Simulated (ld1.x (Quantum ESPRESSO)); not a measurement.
**Reading a pseudo-wave (C (Z = 6))**

Columns: radius, all-electron u(r) and pseudo u(r) of the 2s shell (level -13.75 eV) of carbon in the configuration [He] 2s2 2p2; PBE, scalar-relativistic, RRKJ scheme, ld1.x (Quantum ESPRESSO) 7.5.

```json
{"r (bohr)": "0.098", "all-electron": "0.3292", "pseudo": "-0.0562"}
{"r (bohr)": "0.195", "all-electron": "0.3174", "pseudo": "-0.1150"}
{"r (bohr)": "0.292", "all-electron": "0.1678", "pseudo": "-0.1805"}
{"r (bohr)": "0.390", "all-electron": "-0.0271", "pseudo": "-0.2564"}
{"r (bohr)": "0.488", "all-electron": "-0.2198", "pseudo": "-0.3438"}
{"r (bohr)": "0.585", "all-electron": "-0.3880", "pseudo": "-0.4405"}
{"r (bohr)": "0.682", "all-electron": "-0.5272", "pseudo": "-0.5415"}
{"r (bohr)": "0.780", "all-electron": "-0.6375", "pseudo": "-0.6377"}
{"r (bohr)": "0.878", "all-electron": "-0.7185", "pseudo": "-0.7170"}
{"r (bohr)": "0.975", "all-electron": "-0.7728", "pseudo": "-0.7725"}
{"r (bohr)": "1.072", "all-electron": "-0.8052", "pseudo": "-0.8052"}
{"r (bohr)": "1.170", "all-electron": "-0.8194", "pseudo": "-0.8194"}
{"r (bohr)": "1.268", "all-electron": "-0.8187", "pseudo": "-0.8187"}
{"r (bohr)": "1.365", "all-electron": "-0.8066", "pseudo": "-0.8066"}
{"r (bohr)": "1.463", "all-electron": "-0.7855", "pseudo": "-0.7855"}
{"r (bohr)": "1.560", "all-electron": "-0.7581", "pseudo": "-0.7581"}
{"r (bohr)": "1.658", "all-electron": "-0.7259", "pseudo": "-0.7259"}
{"r (bohr)": "1.755", "all-electron": "-0.6911", "pseudo": "-0.6911"}
{"r (bohr)": "1.852", "all-electron": "-0.6544", "pseudo": "-0.6544"}
{"r (bohr)": "1.950", "all-electron": "-0.6166", "pseudo": "-0.6166"}
{"r (bohr)": "2.047", "all-electron": "-0.5791", "pseudo": "-0.5791"}
{"r (bohr)": "2.145", "all-electron": "-0.5417", "pseudo": "-0.5417"}
{"r (bohr)": "2.242", "all-electron": "-0.5056", "pseudo": "-0.5056"}
{"r (bohr)": "2.340", "all-electron": "-0.4704", "pseudo": "-0.4704"}
{"r (bohr)": "2.438", "all-electron": "-0.4367", "pseudo": "-0.4367"}
{"r (bohr)": "2.535", "all-electron": "-0.4050", "pseudo": "-0.4050"}
```

(1) How many radial nodes do the two functions have?

(2) At about which radius was the pseudo-wave matched?

(3) Is the pseudo-wave norm-conserving?

Results:

(1) The all-electron 2s function has n − l − 1 = 1; the pseudo-wave has 0, since the states of the same l below it are removed with the core.

(2) 1.15 bohr. The columns agree to 0.0005 from 0.97 bohr on; several derivatives are matched, so the curves merge somewhat inside the radius.

(3) Yes: the RRKJ scheme keeps the norm inside the radius equal to the all-electron one, which fixes the energy derivative of the logarithmic derivative at the level.
